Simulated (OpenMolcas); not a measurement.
## Ag2+: effect of the metal basis

Ag2+ with its 6 nearest oxide ions at 2.245 Å, on the Mg site of MgO (a = 4.2112 Å, distance in the model lattice 2.106 Å). The rest of the host is ab initio model potentials to 7.6 Å and point charges beyond; the distance is set by hand and nothing relaxes.

- Program: OpenMolcas
- Method: CASSCF
- Spin-orbit coupling: RASSI with atomic mean-field integrals over the reference wave functions

Fixed: ligand basis ANO-RCC-VDZP, active space 9 electrons in 5 orbitals (4d), DKH2 Hamiltonian.

States (labels of O, the rotations of Oh). Energies in cm-1 above the lowest state or level, χT in cm3 K/mol; 10Dq is the gap between the two states.

```json
{"Run": "A", "Metal basis": "ANO-RCC-VDZP", "Ground state": "2E", "First state of that spin": "2T2 17350", "10Dq": "17350", "First gap with spin-orbit (degeneracies)": "15948 (4, 2)", "χT at 300 K": "0.470", "Cost": "roughly 15 core-seconds"}
{"Run": "B", "Metal basis": "ANO-RCC-VTZP", "Ground state": "2E", "First state of that spin": "2T2 16326", "10Dq": "16326", "First gap with spin-orbit (degeneracies)": "14933 (4, 2)", "χT at 300 K": "0.483", "Cost": "roughly 12 core-seconds"}
```

Against A, |10Dq| changes by -5.9 % in B.

Costs are those of the RASSCF and RASSI steps.

An orbital doublet at a regular site is open to a Jahn-Teller distortion, which this geometry leaves out. With metal d orbitals alone the field can be off either way by tens of per cent. Ligand-to-metal charge-transfer states are missing. The least metal-like active orbital is 73 % on the metal (Löwdin) and no ligand orbital is active, so the numbers are rough (holds for A). The least metal-like active orbital is 78 % on the metal (Löwdin) and no ligand orbital is active, so the numbers are rough (holds for B). No measured value stands beside these numbers; the geometry was set by hand and not optimised.
